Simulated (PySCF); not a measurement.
SMILES C(C)(N([SiH2])C(C)C)C, doublet (GFN2-xTB optimised geometry):

```
24

C     -1.811    -0.399    -0.016
C     -0.546    -0.861     0.709
C      0.263    -1.800    -0.187
N      0.228     0.289     1.142
Si     0.962     1.338     0.000
C      0.542     0.362     2.556
C      1.781    -0.469     2.908
C      0.732     1.805     3.009
H     -2.392     0.256     0.628
H     -2.425    -1.252    -0.296
H     -1.536     0.152    -0.913
H     -0.848    -1.419     1.605
H      1.174    -2.116     0.314
H     -0.323    -2.682    -0.438
H      0.537    -1.283    -1.105
H      0.391     2.682     0.000
H      2.425     1.338     0.000
H     -0.317    -0.050     3.108
H      1.626    -1.513     2.646
H      2.643    -0.098     2.359
H      1.989    -0.408     3.974
H      1.626     2.235     2.565
H      0.832     1.843     4.091
H     -0.126     2.407     2.718
```

Computed with unrestricted CAM-B3LYP/def2-SVP run with PySCF.

Problem. What are the frontier orbital energies (α orbitals alone; a β orbital can be the lowest empty one) and the dipole moment?

Solution. HOMO-2 -10.55 eV, HOMO-1 -7.41 eV, HOMO -6.68 eV, LUMO 2.37 eV, LUMO+1 3.09 eV; dipole moment 1.26 D.

On the same geometry unrestricted PBE/def2-SVP (PySCF) gives HOMO-2 -7.72 eV, HOMO-1 -4.76 eV, HOMO -4.43 eV, LUMO 0.55 eV, LUMO+1 1.05 eV; dipole moment 1.31 D.

Meta-Löwdin charges at CAM-B3LYP/def2-SVP: C1 -0.29, C2 0.07, C3 -0.29, N4 -0.46, Si5 0.45, C6 0.07, C7 -0.30, C8 -0.29, H9 0.09, H10 0.09, H11 0.09, H12 0.08, H13 0.09, H14 0.09, H15 0.09, H16 -0.11, H17 -0.12, H18 0.08, H19 0.09, H20 0.09, H21 0.09, H22 0.09, H23 0.10, H24 0.10.
